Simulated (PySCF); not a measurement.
C6H14P2.
Numbering: `[CH2:1]=[P@:2]([CH3:3])(/[CH:4]=[CH:5]/[CH3:6])[CH2:7][PH2:8]` (hydrogens: H9, H10 on C1; H11, H12, H13 on C3; H14 on C4; H15 on C5; H16, H17, H18 on C6; H19, H20 on C7; H21, H22 on P8)

Method: PBE0-D3(BJ)/def2-SVP geometry optimisation, gas phase (PySCF); density fitting, grid level 1; the optimiser is geomeTRIC in internal coordinates, started from a GFN2-xTB structure.

The end geometry, which sets the zero of energy:
```
atom  x, y, z in Å
C1      1.3040    0.0096   -1.9358
P2      0.5960   -0.1097   -0.4157
C3      0.6180   -1.8233    0.1804
C4     -1.1088    0.4655   -0.1005
C5     -2.1751   -0.2822    0.2157
C6     -3.5825    0.2089    0.2845
C7      1.5692    0.8877    0.7611
P8      3.3790    0.4360    0.6106
H9      0.9492   -0.6811   -2.7065
H10     1.5675    1.0160   -2.2764
H11     0.1375   -1.9170    1.1641
H12     0.0969   -2.4630   -0.5462
H13     1.6679   -2.1404    0.2399
H14    -1.2591    1.5260   -0.3491
H15    -2.0337   -1.3477    0.4391
H16    -4.2250   -0.3363   -0.4275
H17    -3.6512    1.2824    0.0570
H18    -4.0130    0.0376    1.2853
H19     1.2184    0.6751    1.7836
H20     1.3735    1.9520    0.5579
H21     3.7123    1.3025   -0.4664
H22     3.8265    1.3591    1.6134
```

**Question.** These geometries come from the run, each turned onto the end geometry. Order them by energy, lowest first.
A.
```
atom  x, y, z in Å
C1      1.2914   -0.0182   -1.9309
P2      0.5925   -0.1090   -0.4035
C3      0.6114   -1.8172    0.2124
C4     -1.1027    0.4813   -0.0627
C5     -2.1779   -0.2819    0.1760
C6     -3.5854    0.2034    0.2688
C7      1.5842    0.8948    0.7532
P8      3.3929    0.4466    0.5873
H9      0.9172   -0.7133   -2.6884
H10     1.5541    0.9825   -2.2886
H11     0.1063   -1.9064    1.1841
H12     0.1170   -2.4695   -0.5221
H13     1.6626   -2.1249    0.2988
H14    -1.2380    1.5622   -0.2152
H15    -2.0429   -1.3642    0.3051
H16    -4.2162   -0.2694   -0.5035
H17    -3.6498    1.2940    0.1449
H18    -4.0328   -0.0636    1.2410
H19     1.2491    0.6793    1.7809
H20     1.3809    1.9583    0.5523
H21     3.7111    1.3088   -0.5002
H22     3.8424    1.3841    1.5785
```
B.
```
atom  x, y, z in Å
C1      1.3138   -0.0356   -1.9147
P2      0.5922   -0.1161   -0.3966
C3      0.6189   -1.8212    0.2231
C4     -1.1087    0.4642   -0.0552
C5     -2.1889   -0.3014    0.1472
C6     -3.5835    0.2162    0.2707
C7      1.5707    0.9052    0.7557
P8      3.3793    0.4641    0.5671
H9      0.9415   -0.7278   -2.6772
H10     1.5667    0.9667   -2.2787
H11     0.0972   -1.9157    1.1848
H12     0.1447   -2.4767   -0.5212
H13     1.6712   -2.1180    0.3268
H14    -1.2354    1.5511   -0.1562
H15    -2.0723   -1.3897    0.2315
H16    -4.2278   -0.1984   -0.5225
H17    -3.6191    1.3130    0.2037
H18    -4.0347   -0.0888    1.2292
H19     1.2459    0.6915    1.7860
H20     1.3586    1.9668    0.5584
H21     3.6851    1.3056   -0.5334
H22     3.8523    1.4029    1.5400
```
C.
```
atom  x, y, z in Å
C1      1.3309   -0.0856   -1.8660
P2      0.5793   -0.1068   -0.3302
C3      0.6615   -1.7970    0.3262
C4     -1.1049    0.4790    0.0627
C5     -2.1919   -0.2882    0.0632
C6     -3.5898    0.2197    0.1564
C7      1.6022    0.8949    0.8085
P8      3.3600    0.4444    0.3848
H9      0.7707   -0.7090   -2.5644
H10     1.3999    0.9350   -2.2473
H11     0.1842   -1.8620    1.3030
H12     0.1786   -2.4768   -0.3742
H13     1.7188   -2.0543    0.3932
H14    -1.2045    1.5618    0.0604
H15    -2.0899   -1.3655    0.0199
H16    -4.1566   -0.0909   -0.7219
H17    -3.6122    1.3050    0.2239
H18    -4.0872   -0.2007    1.0305
H19     1.3761    0.6108    1.8410
H20     1.4034    1.9611    0.6803
H21     3.5170    1.3856   -0.6213
H22     3.9220    1.2974    1.3396
```
D.
```
atom  x, y, z in Å
C1      1.2102   -0.0350   -1.9041
P2      0.5908   -0.1169   -0.3308
C3      0.6451   -1.8203    0.2949
C4     -1.0902    0.4697    0.0486
C5     -2.1930   -0.2911    0.1168
C6     -3.5936    0.2122    0.1593
C7      1.6526    0.8703    0.7767
P8      3.4673    0.4683    0.5163
H9      0.6973   -0.7030   -2.6064
H10     1.3318    0.9862   -2.2839
H11     0.1569   -1.8919    1.2780
H12     0.1519   -2.5002   -0.4151
H13     1.7034   -2.1097    0.3732
H14    -1.2081    1.5642    0.0081
H15    -2.0807   -1.3856    0.1216
H16    -4.1616   -0.1409   -0.7200
H17    -3.6319    1.3117    0.1728
H18    -4.1287   -0.1667    1.0469
H19     1.3787    0.6337    1.8187
H20     1.4268    1.9352    0.6013
H21     3.6967    1.3434   -0.5899
H22     3.9458    1.4242    1.4851
```
E.
```
atom  x, y, z in Å
C1      1.2484   -0.0352   -1.9037
P2      0.5940   -0.1207   -0.3466
C3      0.6464   -1.8242    0.2767
C4     -1.0929    0.4622    0.0234
C5     -2.1919   -0.2993    0.1236
C6     -3.5877    0.2208    0.1909
C7      1.6206    0.8807    0.7749
P8      3.4269    0.4664    0.5222
H9      0.7753   -0.7086   -2.6298
H10     1.4057    0.9836   -2.2810
H11     0.1461   -1.9059    1.2517
H12     0.1642   -2.4984   -0.4452
H13     1.7035   -2.1108    0.3655
H14    -1.2115    1.5545   -0.0258
H15    -2.0854   -1.3926    0.1476
H16    -4.1806   -0.1398   -0.6672
H17    -3.6147    1.3201    0.1875
H18    -4.1045   -0.1372    1.0969
H19     1.3361    0.6525    1.8149
H20     1.3978    1.9439    0.5946
H21     3.6707    1.3252   -0.5858
H22     3.9012    1.4206    1.4832
```

**Answer.** A (0.002 eV), B (0.008 eV), E (0.019 eV), D (0.035 eV), C (0.180 eV).

In the order of the answer:

```tsv
step	E above end (eV)	largest force (eV/Å)	rms force component (eV/Å)	rms distance from end (Å)	rms bond change (Å)	bond most changed (Å)
6	0.002	0.06	0.015	0.064	0.001	P8–H21 +0.002
4	0.008	0.15	0.038	0.096	0.001	P8–H21 -0.003
2	0.019	0.17	0.035	0.168	0.003	C1=P2 +0.010
1	0.035	0.30	0.072	0.199	0.004	C1=P2 +0.012
0	0.180	0.92	0.322	0.235	0.015	P8–H22 -0.036
```

What follows is the cost of the whole optimisation. On Arm Neoverse N1, one thread, shared host, this took 13 min wall, 6.6 min CPU.
